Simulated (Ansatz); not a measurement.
Consider the ligand exchange at a B–O bond: `BO[SiH2]SC` + `C[NH][ZnH]` → `B[N](C)[ZnH]` + `CS[SiH2]O`.

Calculated with Ansatz (gas phase, PBE0-D4/def2-TZVP geometries, no zero-point term in ΔE). CCSD(T)/CBS adds triple-zeta CCSD(T) − MP2 to the extrapolated MP2 energy (def2 sets, frozen cores). Functionals use def2-TZVPP. For Zn outer-core shells are correlated without core-valence functions, which leaves a few kJ/mol of doubt a bond. Scalar relativity is left out up to krypton. Each species was taken in one conformer, which may not be the lowest.

`BO[SiH2]SC`:

```xyz
12

B     0.595    2.079   -0.266
O     1.322    0.947   -0.328
Si    1.226   -0.452    0.562
S     0.176   -1.970   -0.457
C    -1.497   -1.261   -0.406
H    -0.274    2.192    0.561
H     0.837    2.951   -1.052
H     2.602   -0.949    0.764
H     0.538   -0.123    1.837
H    -2.173   -2.024   -0.789
H    -1.567   -0.378   -1.041
H    -1.785   -1.011    0.615
```

`C[NH][ZnH]`:

Cartesian coordinates in Å:
```
C -0.842 0.497 0.473
N 0.135 0.172 -0.540
Zn 1.462 -1.055 -0.465
H -1.875 0.320 0.140
H -0.694 -0.120 1.363
H -0.781 1.543 0.804
H 0.016 0.729 -1.370
H 2.580 -2.086 -0.405
```

`B[N](C)[ZnH]`:

```xyz
10

B     0.698   -0.997   -0.674
N    -0.044    0.002   -0.068
C     0.222    0.488    1.268
Zn   -1.358    0.547   -1.251
H     0.390   -1.330   -1.800
H     1.624   -1.532   -0.122
H     1.077   -0.041    1.700
H     0.452    1.558    1.269
H    -0.637    0.338    1.930
H    -2.423    0.967   -2.252
```

`CS[SiH2]O`:

Cartesian coordinates in Å:
```
C 0.213 -1.485 0.821
S 0.876 -0.834 -0.743
Si 0.265 1.188 -0.577
O -1.370 1.383 -0.556
H -0.867 -1.357 0.870
H 0.684 -0.996 1.673
H 0.447 -2.549 0.846
H 0.900 1.853 -1.743
H 0.707 1.771 0.711
H -1.856 1.028 -1.303
```

```csv
level,ΔE (kJ/mol)
PBE,-34.5
r2SCAN,-32.4
```

Question: What does CCSD(T)/CBS give? (An estimate is asked.)

Answer: The calculation gave: -29.7 kJ/mol. The listed levels differ from it by -4.8, -2.7 kJ/mol.

Largest T1 diagnostic among the species: 0.016.

In def2-TZVPP, CCSD(T) changes the Hartree–Fock value by −17.8 kJ/mol (the triples alone add −3.1 kJ/mol) and MP2 by −18.3 kJ/mol.
